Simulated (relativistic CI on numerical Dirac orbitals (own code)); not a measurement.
## Level scheme of Ir LII

These numbers are calculated, not measured: Dirac-Coulomb-Breit CI, separate exchange-only KLI orbitals for each configuration, model QED (radiative potential, 1s self-energy scaled to tabulated hydrogen-like ionisation energies), unscaled Slater integrals (own radial code, finite nucleus).

CI space (outside the closed core [Ne]): 3s2.3p6.3d8, 3s2.3p5.3d9, 3s2.3p4.3d10, 3s.3p6.3d9, 3p6.3d10, 3s.3p5.3d10, 3s2.3p6.3d7.4s, 3s2.3p6.3d7.4p, 3s2.3p4.3d9.4s, 3s2.3p6.3d7.4d, 3s2.3p4.3d9.4p, 3s2.3p5.3d8.4s, 3s2.3p6.3d7.4f, 3s2.3p4.3d9.4d, 3s.3p5.3d9.4s, 3s2.3p5.3d8.4p. Levels of other configurations are missing.

The lowest level is 3s2.3p6.3d8 3F_4, with 86 % of that term; Hund's rules for 3s2.3p6.3d8 give 3F with J = 4, in agreement.

```tsv
No.	Configuration	Term	J	E (eV)	%	Landé g	jj configuration (%)
1	3s2.3p6.3d8	3F	4	0.00	86	1.204	3d5/2^4 (99)
2	3s2.3p6.3d8	1D	2	9.52	49	1.169	3d5/2^4 (100)
3	3s2.3p6.3d8	1S	0	30.46	50		3d5/2^4 (99)
4	3s2.3p6.3d8	3F	3	79.39	100	1.071	3d3/2^3 3d5/2^5 (100)
5	3s2.3p6.3d8	3P	2	89.44	51	1.143	3d3/2^3 3d5/2^5 (99)
6	3s2.3p6.3d8	3P	1	95.09	100	1.489	3d3/2^3 3d5/2^5 (100)
7	3s2.3p6.3d8	1G	4	95.15	86	1.022	3d3/2^3 3d5/2^5 (99)
8	3s2.3p6.3d8	3F	2	166.26	61	0.817	3d3/2^2 3d5/2^6 (99)
9	3s2.3p6.3d8	3P	0	192.10	50		3d3/2^2 3d5/2^6 (99)
10	3s2.3p5.3d9	3F°	4	462.24	100	1.238	3p3/2^3 3d5/2^5 (100)
11	3s2.3p5.3d9	1D°	2	472.54	53	1.166	3p3/2^3 3d5/2^5 (99)
12	3s2.3p5.3d9	3D°	3	489.38	77	1.252	3p3/2^3 3d5/2^5 (97)
13	3s2.3p5.3d9	1P°	1	501.07	53	1.145	3p3/2^3 3d5/2^5 (99)
14	3s2.3p5.3d9	3D°	2	557.96	55	1.078	3p3/2^3 3d3/2^3 3d5/2^6 (99)
15	3s2.3p5.3d9	3P°	0	565.82	100		3p3/2^3 3d3/2^3 3d5/2^6 (100)
16	3s2.3p5.3d9	3P°	1	567.72	45	0.989	3p3/2^3 3d3/2^3 3d5/2^6 (99)
17	3s2.3p5.3d9	3F°	3	568.08	56	1.036	3p3/2^3 3d3/2^3 3d5/2^6 (96)
18	3s2.3p5.3d9	3P°	2	861.23	48	1.284	3p1/2 3p3/2^4 3d5/2^5 (100)
19	3s2.3p5.3d9	1F°	3	869.19	41	1.091	3p1/2 3p3/2^4 3d5/2^5 (99)
20	3s2.3p5.3d9	3F°	2	925.02	74	0.755	3p1/2 3p3/2^4 3d3/2^3 3d5/2^6 (100)
21	3s2.3p4.3d10	3P	2	958.68	67	1.321	3p3/2^2 (99)
22	3s2.3p5.3d9	3D°	1	958.70	47	0.830	3p1/2 3p3/2^4 3d3/2^3 3d5/2^6 (100)
23	3s2.3p4.3d10	1S	0	982.34	64		3p3/2^2 (100)
24	3s.3p6.3d9	3D	3	1108.74	100	1.321	3s 3d5/2^5 (100)
25	3s.3p6.3d9	3D	2	1120.43	52	1.084	3s 3d5/2^5 (97)
26	3s.3p6.3d9	3D	1	1191.30	100	0.487	3s 3d3/2^3 3d5/2^6 (100)
27	3s.3p6.3d9	1D	2	1198.43	49	1.076	3s 3d3/2^3 3d5/2^6 (96)
28	3s2.3p4.3d10	3P	1	1337.13	100	1.489	3p1/2 3p3/2^3 (100)
29	3s2.3p4.3d10	1D	2	1353.38	67	1.134	3p1/2 3p3/2^3 (96)
30	3s.3p5.3d10	3P°	2	1572.91	100	1.487	3s 3p3/2^3 (100)
31	3s.3p5.3d10	1P°	1	1610.35	59	1.191	3s 3p3/2^3 (99)
32	3s2.3p4.3d10	3P	0	1731.35	64		3p3/2^4 (100)
33	3d7(4F).4s	5F	5	1839.09	58	1.295	3d5/2^3 4s (99)
34	3d7(4F).4s	3F	4	1842.91	45	1.134	3d5/2^3 4s (99)
35	3d7(2P).4s	3P	2	1854.03	51	1.410	3d5/2^3 4s (99)
36	3d7(2P).4s	1P	1	1855.49	32	0.998	3d5/2^3 4s (99)
37	3d7(2D).4s	3D	3	1861.05	51	1.349	3d5/2^3 4s (97)
38	3d7(2D).4s	1D	2	1863.33	30	1.077	3d5/2^3 4s (97)
39	3d7(4F).4s	5F	4	1919.27	73	1.278	3d3/2^3 3d5/2^4 4s (99)
40	3d7(4F).4s	3F	3	1921.67	46	1.084	3d3/2^3 3d5/2^4 4s (99)
41	3d7(4F).4s	5F	5	1926.60	36	1.196	3d3/2^3 3d5/2^4 4s (98)
42	3d7(2H).4s	3H	4	1928.88	36	1.021	3d3/2^3 3d5/2^4 4s (99)
43	3d7(4F).4s	5F	1	1930.82	28	1.011	3d3/2^3 3d5/2^4 4s (99)
44	3d7(4P).4s	5P	2	1930.95	32	1.270	3d3/2^3 3d5/2^4 4s (99)
45	3d7(4P).4s	5P	3	1932.00	56	1.458	3d3/2^3 3d5/2^4 4s (98)
46	3d7(2P).4s	3P	1	1934.90	45	1.589	3d3/2^3 3d5/2^4 4s (99)
47	3d7(2H).4s	3H	6	1935.60	100	1.155	3d3/2^3 3d5/2^4 4s (100)
48	3d7(4P).4s	3P	2	1935.78	49	1.269	3d3/2^3 3d5/2^4 4s (98)
49	3d7(2P).4s	3P	0	1936.57	100		3d3/2^3 3d5/2^4 4s (100)
50	3d7(2H).4s	1H	5	1937.63	58	1.003	3d3/2^3 3d5/2^4 4s (100)
51	3d7(2G).4p	3F°	4	1940.73	33	1.271	3d5/2^3 4p1/2 (99)
52	3d7(4F).4p	3G°	5	1942.79	37	1.161	3d5/2^3 4p1/2 (99)
53	3d7(2F).4s	3F	4	1943.88	57	1.147	3d3/2^3 3d5/2^4 4s (98)
54	3d7(2G).4s	3G	3	1944.38	39	0.930	3d3/2^3 3d5/2^4 4s (98)
55	3d7(2F).4s	1F	3	1948.94	36	1.146	3d3/2^3 3d5/2^4 4s (98)
56	3d7(2F).4s	3F	2	1949.03	63	0.834	3d3/2^3 3d5/2^4 4s (98)
57	3s.3p5.3d10	3P°	0	1954.30	100		3s 3p1/2 3p3/2^4 (100)
58	3d7(2P).4p	3P°	1	1955.06	30	1.340	3d5/2^3 4p1/2 (99)
59	3d7(2P).4p	3D°	2	1955.88	29	1.070	3d5/2^3 4p1/2 (99)
60	3d7(2D).4p	3P°	2	1962.25	27	1.306	3d5/2^3 4p1/2 (97)
61	3d7(2D).4p	3F°	3	1963.45	27	1.123	3d5/2^3 4p1/2 (97)
62	3d7(2D).4s	3D	1	1967.39	89	0.509	3d3/2^3 3d5/2^4 4s (98)
63	3d7(2D).4s	3D	2	1968.55	54	1.101	3d3/2^3 3d5/2^4 4s (98)
64	3s.3p5.3d10	3P°	1	1975.69	59	1.280	3s 3p1/2 3p3/2^4 (99)
65	3d7(4F).4s	5F	3	2007.30	42	1.236	3d3/2^2 3d5/2^5 4s (99)
66	3d7(4F).4s	5F	2	2007.95	49	1.025	3d3/2^2 3d5/2^5 4s (98)
67	3d7(4F).4s	3F	2	2012.40	36	1.262	3d3/2^2 3d5/2^5 4s (99)
68	3d7(4P).4s	3P	1	2012.54	42	1.147	3d3/2^2 3d5/2^5 4s (98)
69	3d7(2G).4s	3G	5	2017.02	36	1.092	3d3/2^2 3d5/2^5 4s (99)
70	3d7(2H).4s	3H	4	2017.04	52	0.924	3d3/2^2 3d5/2^5 4s (99)
```

Energies count from the lowest computed level; ° marks odd parity. Percentages are summed over parent terms; the parents shown are those of the largest component, closed shells are left out there. Filled j subshells are mostly left out of the jj labels.

The mean weight of the leading LS term, summed over parents, in these 70 levels is 58 %, and that of the leading jj configuration (from the same eigenvectors) 99 %, so jj coupling describes them better and the LS labels are nominal.

At this charge energies of transitions that change n are usually good to better than 1 %, and those within a shell (Δn = 0) to a few per cent.

LS names give the leading component of a level, which can be under half, so a name can repeat, a term be missing and a line seem to break the LS rules.
